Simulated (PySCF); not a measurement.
**Ionisation energy of P²⁺ by level of theory**

P²⁺ [Ne] 3s2 3p1 (2P) → P³⁺ [Ne] 3s2 (1S), as a difference of total energies. Calculation: PySCF 2.14, in aug-cc-pV(T+d)Z with one added diffuse shell each of s, p, d, f type (7s6p5d3f, 71 functions); no relativity, point nucleus. Correlated levels: valence: [Ne] frozen. The calculations carry no spin-orbit coupling.

```
           method  ionisation energy (eV)  plus first-order spin-orbit estimate  error of that sum (eV)
              UHF                  29.581                                29.622                  -0.581
    MP2 (valence)                  29.878                                29.919                  -0.284
SCS-MP2 (valence)                  29.868                                29.909                  -0.294
   CCSD (valence)                  30.007                                30.047                  -0.156
CCSD(T) (valence)                  30.036                                30.076                  -0.127
```

Reference: 30.203 eV (measured; NIST Atomic Spectra Database, ionization energies).

A first-order spin-orbit estimate (lowest level to lowest level, LS coupling) adds 0.041 eV.

Errors of the correlated levels include the incompleteness of this basis and the frozen core.
